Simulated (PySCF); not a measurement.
These 4 structures share the formula C2H11GeNSi. Computed with PBE0-D3(BJ)/def2-SVP geometry optimisation, gas phase in PySCF 2.14.0. Energies are electronic, without zero-point or thermal terms, for one conformer each. No frequencies were run at this level. Point groups hold within 0.08 Å.

Problem. Rank from lowest to highest electronic energy at this level (kJ/mol).
A. `[CH3:1][NH:2][GeH2:3][CH2:4][SiH3:5]` with C1–N2–Ge3–C4 -72°, N2–Ge3–C4–Si5 -37°
B. `[CH3:1][GeH2:2][CH2:3][SiH2:4][NH2:5]` with C1–Ge2–C3–Si4 62°, Ge2–C3–Si4–N5 53°, C3–Si4–N5–H 72° and -68°
C. `[CH3:1][CH2:2][Ge@@H:3]([NH2:4])[SiH3:5]` with C1–C2–Ge3–N4 -61°, C2–Ge3–N4–H -59° and 68°
D. `[CH3:1][SiH:2]([CH3:3])[NH:4][GeH3:5]` with C1–Si2–N4–Ge5 -146°

Solution. D (0.0), B (35.9), C (91.5), A (128.9).

```csv
SMILES,E (Eh),E rel (kJ/mol),dipole (D),point group,"A, B, C (MHz)"
C[SiH](C)[NH][GeH3],-2503.13350,0.0,0.68,C1,"4989, 1086, 957.9"
[CH3][GeH2][CH2][SiH2]N,-2503.11984,35.9,0.89,C1,"4159, 1200, 1168"
C[CH2][Ge@@H]([NH2])[SiH3],-2503.09866,91.5,1.86,C1,"2699, 1898, 1438"
C[NH][GeH2][CH2][SiH3],-2503.08440,128.9,1.22,C1,"2957, 1719, 1234"
```

Problem. How do the relative energies change in single points at PBE0/def2-SVPD (no added dispersion term) on the same geometries?

Solution. 
```json
{"SMILES": "C[SiH](C)[NH][GeH3]", "PBE0-D3(BJ)/def2-SVP (kJ/mol)": "0.0", "PBE0/def2-SVPD (kJ/mol)": "0.0", "shift": "0.0"}
{"SMILES": "[CH3][GeH2][CH2][SiH2]N", "PBE0-D3(BJ)/def2-SVP (kJ/mol)": "35.9", "PBE0/def2-SVPD (kJ/mol)": "30.3", "shift": "-5.6"}
{"SMILES": "C[CH2][Ge@@H]([NH2])[SiH3]", "PBE0-D3(BJ)/def2-SVP (kJ/mol)": "91.5", "PBE0/def2-SVPD (kJ/mol)": "82.5", "shift": "-9.0"}
{"SMILES": "C[NH][GeH2][CH2][SiH3]", "PBE0-D3(BJ)/def2-SVP (kJ/mol)": "128.9", "PBE0/def2-SVPD (kJ/mol)": "129.2", "shift": "+0.3"}
```

Each column counts from its own lowest isomer. The order is unchanged; the largest shift is 9.0 kJ/mol.
